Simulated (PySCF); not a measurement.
Predicted spectroscopic data

PySCF calculation with GIAO PBE0/pcSseg-1 shieldings and structure optimised with GFN2-xTB; isolated molecule, non-relativistic, one averaged value for each set of equivalent atoms, a single conformation.

Scale: 1H (σ = 31.72 ppm) and 13C (σ = 186.93 ppm) vs TMS (reference shieldings calculated alike). Where no couplings were computed, multiplicities follow the n + 1 count of equivalent neighbours, and m marks all less simple cases (inequivalent or close neighbours, rings, F or P nearby). Shifts are as computed. Against solution values, carbons near 30 ppm lie about +3 ppm off and those near 130 ppm about +5 ppm. Of 1309 compounds with measured shifts, 239 miss one by over three times the rms of a fit or turn the order of signals round; such compounds aren't used in these exercises. OH and NH positions are gas-phase values without hydrogen bonding to other molecules.

Compound 1 (C₅H₁₃NOSi₂). 1H NMR (400 MHz, computed): δ 6.97 (m, 1H), 6.82 (m, 1H), 5.07 (s, 2H), 4.19 (t, 3H), 2.91 (t, 2H), 0.82 (m, 2H), 0.04 (br s, 2H). 13C{1H} NMR (computed): δ 217.5 (C), 158.4 (C), 146.2 (CH2), 36.8 (CH2), 5.4 (CH2). Structure: SMILES C=C([SiH2]N)C(=O)CC[SiH3].

Compound 2 (C₃H₁₀Cl₂Si₄). 1H NMR (400 MHz, computed): δ 6.50 (m, 1H), 6.38 (m, 1H), 6.28 (m, 1H), 6.26 (m, 1H), 6.19 (m, 1H), 5.06 (m, 1H), 4.98 (m, 1H), 0.48 (d, 3H). 13C{1H} NMR (computed): δ 143.9, 135.3, -8.0. Structure: `C=C[Si@H]1[Si@@H](Cl)[Si@H](C)[Si@@H]1Cl`.
